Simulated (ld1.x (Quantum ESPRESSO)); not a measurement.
**What one change does to a pseudopotential (aluminium (Al), ultrasoft)**

- Element: Al
- Generator: ld1.x (Quantum ESPRESSO) 7.5
- Type: ultrasoft
- Functional: PBE
- Relativity: scalar-relativistic
- Frozen core: [Ne]
- Valence charge: 3
- Reference configuration: 3s2 3p1
- Partial waves: 3s (bound): rcut 1.55, rcutus 2.15 bohr; 3s channel at 0.05 Ry: rcut 1.55, rcutus 2.15 bohr; 3p (bound): rcut 2.25, rcutus 2.65 bohr; 3p channel at 0.45 Ry: rcut 2.25, rcutus 2.65 bohr
- Local potential: all-electron potential smoothed inside 1.80 bohr (lloc = -1)
- Core correction: none
- Augmentation charge: PSQ, radius 1.25 bohr

Change: waves 3p (bound): rcut 2.25, rcutus 3.90 bohr; 3p channel at 0.45 Ry: rcut 2.25, rcutus 3.90 bohr.

Cutoffs: the cutoffs (Ry, on a coarse ladder) from which the occupation-weighted sum of valence levels, in a spherical-Bessel basis at the reference potential, stays within 10 and 1 mRy of its value at 400 Ry; they do not see the model core or the augmentation charge, which bear on the density cutoff. Errors are all-electron minus pseudo energies relative to the spin-unpolarised reference configuration.

Task: How do hardness, ghosts and transferability respond?

Result: Both files are so soft that the ladder of cutoffs tells neither apart; of the 7 tests that both files solve, the error grows in 3 and shrinks in 2 by more than 15 % and 0.3 meV (median size 6.2 → 8.4 meV); neither file shows a bound ghost.

```tsv
quantity	base	changed
cutoff, loose	6 Ry	6 Ry
cutoff, tight	8 Ry	8 Ry
bound ghosts	none	none
error for 3s2 3p0, meV [ΔE 5.76 eV]	-2.6	0.0
error for 3s1 3p0, meV [ΔE 24.99 eV]	+6.5	+8.4
error for 3s2 3p0.5, meV [ΔE 2.09 eV]	-1.9	+0.5
error for 3s1 3p1, meV [ΔE 11.57 eV]	+6.2	+11
error for 3s2 3p1.3, meV [ΔE -0.57 eV]	+0.7	+0.4
error for 3s0 3p3, meV [ΔE 10.45 eV]	+40	+43
error for 3s1 3p2, meV [ΔE 5.14 eV]	+7.5	+9.5
lowest overlap eigenvalue by channel	s 0.45, p 0.84	s 0.45, p 0.02
```
